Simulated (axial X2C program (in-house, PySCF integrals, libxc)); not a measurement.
Spin–orbit effects down a group: molecules with N, PBE0

Computed with an in-house all-electron X2C program for linear molecules (integrals from PySCF), spin-free (one-electron X2C) or two-component (2c: spin–orbit coupling with atomic mean-field Coulomb and Gaunt terms, which also bring small scalar terms), in Dyall basis sets with cores contracted in-house; open shells are unrestricted.

Basis sets: B dyall-v3z, Ga dyall-cv3z, In dyall-cv3z, N dyall-av3z.

```tsv
molecule	spin-free state	Re (Å)	ωe (cm⁻¹)	De (eV)	2c state	Re 2c (Å)	ωe 2c (cm⁻¹)	De 2c (eV)
BN	M_S = 1, Λ = 1	1.315	1595.1	4.69	Ω = 2	1.315	1595.1	4.69
GaN	M_S = 1, Λ = 0	1.996	509.2	2.25	Ω = 1	1.996	508.9	n/a
InN	M_S = 1, Λ = 0	2.210	445.5	1.91	Ω = 1	2.210	444.9	n/a
```

Problem. Work out the shifts from the spin-free to the two-component result.

Solution. 

```tsv
molecule	2c state	ΔRe (Å)	Δωe (cm⁻¹)	ΔDe (eV)
BN	Ω = 2	0.000	0.0	0.00
GaN	Ω = 1	0.000	-0.3	n/a
InN	Ω = 1	0.000	-0.6	n/a
```

Shifts of one unit in the last digit are rounding.

Each entry is the lowest single determinant of a limited PBE0 search at one distance. De goes to single-determinant-based atoms at the same level (for ions the charge split of lowest energy) and is withheld (n/a) where an atom does not fit its ground term or J level. Main or longest-lived isotopes. One determinant is a doubtful description, or other states lie close, for BN, GaN, InN; these need not be ground states, and all values refer to the states named. Some open-shell Ω = 0 determinants are out of reach, so the Ω given for BN, GaN, InN need not be the lowest component. With several unpaired electrons the Ω given is that of one determinant, not necessarily of the lowest component. Some light 2c atoms are not at their ground J level, so De misses part of their lowering (0.04 eV or less). The functionals have no current term, which raises determinants with orbital currents.
